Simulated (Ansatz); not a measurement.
CH$_{7}$NOSi$_{2}$, relaxed with RKS PBE-D4/def2-SVP in Ansatz from a rough embedded geometry. The force threshold is 0.03 eV/Å; the program also tests the step.

Total charge 0; spin multiplicity 1. The bonds changed during the relaxation, so this is another structure than the one it started from.

Start:

```xyz
12

C     0.848    1.381   -0.072
N    -0.145    0.376   -0.177
Si   -1.284    0.228    0.949
Si   -0.076   -0.902   -1.227
O     1.025   -1.954   -0.561
H     0.538    2.322    0.382
H     1.700    1.021    0.611
H     1.328    1.615   -1.003
H    -1.031   -0.873    1.930
H    -2.697    0.160    0.405
H    -1.260   -1.516   -1.672
H     1.054   -1.857    0.436
```

```json
{"step": "1", "energy (eV)": "-20419.5106", "largest force (eV/Å)": "4.128", "largest move (Å)": "0.000"}
{"step": "2", "energy (eV)": "-20420.3379", "largest force (eV/Å)": "2.293", "largest move (Å)": "0.195"}
{"step": "3", "energy (eV)": "-20420.6587", "largest force (eV/Å)": "0.447", "largest move (Å)": "0.194"}
{"step": "4", "energy (eV)": "-20420.7191", "largest force (eV/Å)": "0.450", "largest move (Å)": "0.200"}
{"step": "5", "energy (eV)": "-20420.7661", "largest force (eV/Å)": "0.411", "largest move (Å)": "0.200"}
{"step": "6", "energy (eV)": "-20420.8043", "largest force (eV/Å)": "0.562", "largest move (Å)": "0.194"}
{"step": "7", "energy (eV)": "-20420.8849", "largest force (eV/Å)": "1.011", "largest move (Å)": "0.196"}
{"step": "8", "energy (eV)": "-20421.1890", "largest force (eV/Å)": "1.538", "largest move (Å)": "0.192"}
{"step": "9", "energy (eV)": "-20421.6297", "largest force (eV/Å)": "0.931", "largest move (Å)": "0.196"}
{"step": "10", "energy (eV)": "-20421.8152", "largest force (eV/Å)": "1.563", "largest move (Å)": "0.195"}
{"step": "11", "energy (eV)": "-20421.9340", "largest force (eV/Å)": "0.461", "largest move (Å)": "0.200"}
{"step": "12 (rejected)", "energy (eV)": "-20421.9195", "largest force (eV/Å)": "1.046", "largest move (Å)": "0.200"}
{"step": "13", "energy (eV)": "-20421.9783", "largest force (eV/Å)": "0.233", "largest move (Å)": "0.098"}
{"step": "14", "energy (eV)": "-20421.9960", "largest force (eV/Å)": "0.212", "largest move (Å)": "0.100"}
{"step": "15", "energy (eV)": "-20422.0245", "largest force (eV/Å)": "0.276", "largest move (Å)": "0.149"}
{"step": "16", "energy (eV)": "-20422.0567", "largest force (eV/Å)": "0.494", "largest move (Å)": "0.200"}
{"step": "17", "energy (eV)": "-20422.1012", "largest force (eV/Å)": "0.897", "largest move (Å)": "0.195"}
{"step": "18", "energy (eV)": "-20422.1890", "largest force (eV/Å)": "1.006", "largest move (Å)": "0.198"}
{"step": "19", "energy (eV)": "-20422.2753", "largest force (eV/Å)": "0.635", "largest move (Å)": "0.200"}
{"step": "20", "energy (eV)": "-20422.3615", "largest force (eV/Å)": "0.547", "largest move (Å)": "0.195"}
{"step": "21", "energy (eV)": "-20422.4131", "largest force (eV/Å)": "0.387", "largest move (Å)": "0.200"}
{"step": "22", "energy (eV)": "-20422.4624", "largest force (eV/Å)": "0.399", "largest move (Å)": "0.193"}
{"step": "23", "energy (eV)": "-20422.4906", "largest force (eV/Å)": "0.212", "largest move (Å)": "0.200"}
{"step": "24", "energy (eV)": "-20422.5136", "largest force (eV/Å)": "0.099", "largest move (Å)": "0.199"}
{"step": "25", "energy (eV)": "-20422.5144", "largest force (eV/Å)": "0.224", "largest move (Å)": "0.084"}
{"step": "26", "energy (eV)": "-20422.5169", "largest force (eV/Å)": "0.061", "largest move (Å)": "0.043"}
{"step": "27", "energy (eV)": "-20422.5172", "largest force (eV/Å)": "0.027", "largest move (Å)": "0.016"}
```

End:

```xyz
12

C     0.786    0.859    0.262
N    -0.115   -0.220   -0.145
Si   -1.786   -0.107    0.437
Si    0.318   -1.634   -1.134
O     1.979   -1.451   -1.378
H     0.308    1.858    0.156
H     1.119    0.762    1.320
H     1.697    0.886   -0.376
H    -1.837   -0.134    1.944
H    -2.408    1.189   -0.018
H    -2.536   -1.279   -0.123
H     2.474   -0.729   -0.945
```

Hardware: 4 threads of an Arm Neoverse V2 on a shared host. Wall time 32 s, peak host memory 0.16 GiB.
